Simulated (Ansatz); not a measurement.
**Match the barriers**

Saddle point of SnH₅ClO₂, closed shell (SnH₃Cl ([Cl][SnH3]) + H₂O₂ ([OH][OH]) → SnH₄O₂ ([OH][O][SnH3]) + HCl; bonds formed: Sn1–O7, Cl2–H6; bonds broken: Sn1–Cl2, H6–O7), PBE0-D4/def2-TZVP structure:

```xyz
9
angstrom
Sn -0.5243 0.1714 -1.0827
Cl 2.2885 -0.7649 -0.5216
H -0.4889 -1.1721 -2.1060
H -2.1205 0.5254 -0.5754
H 0.3265 1.5771 -1.4677
H 1.1500 -0.6082 0.5739
O 0.0369 -0.4787 0.8696
O -0.1234 0.6019 1.7843
H -0.5449 0.1483 2.5256
```

Program: Ansatz 0.2.0. Basis: def2-TZVPP, with def2-QZVPP for the basis limit. Cores are frozen in the correlated methods. Filled d shells of the heavier atoms are correlated. Core potentials replace the inner electrons of the atoms past krypton. The def2 sets are not built for correlating such inner shells, so the correlated values are less sure here. B3LYP uses VWN-RPA correlation. Extrapolation: Hartree–Fock as exp(−7.88 √X), correlation as X^−2.97. Four methods, as single points on the PBE0-D4 structures, gave these electronic barriers from the start structure: 17.99, 21.88, 25.69, 33.05 kcal/mol.

(1) The methods were, in alphabetical order, B3LYP-D4, BHLYP-D4, HF, PBE-D4. Which gave which? (Judge from chemistry; the calculation decides.)

The T1 diagnostic stays at or below 0.014.

Answers

(1) The calculation gives: PBE-D4 17.99; B3LYP-D4 21.88; BHLYP-D4 25.69; HF 33.05 kcal/mol. For comparison, CCSD(T) at an estimated basis limit (MP2 extrapolated from triple and quadruple zeta, plus CCSD(T) − MP2 in triple zeta) gives 22.90 kcal/mol.

Labels in which every atom is bracketed show which atoms are joined, not bond orders.

For scale, one of the runs: CCSD(T)/def2-TZVPP, 224 basis functions, launched by `ansatz run in.yaml --threads 4 --pin off --events-out ev --progress --plain --max-ram 9574MiB`. Time: 78 s of wall clock on 4 CPU threads of an Intel Xeon Platinum 8375C; the host was shared. Peak host memory: 4.1 GiB.
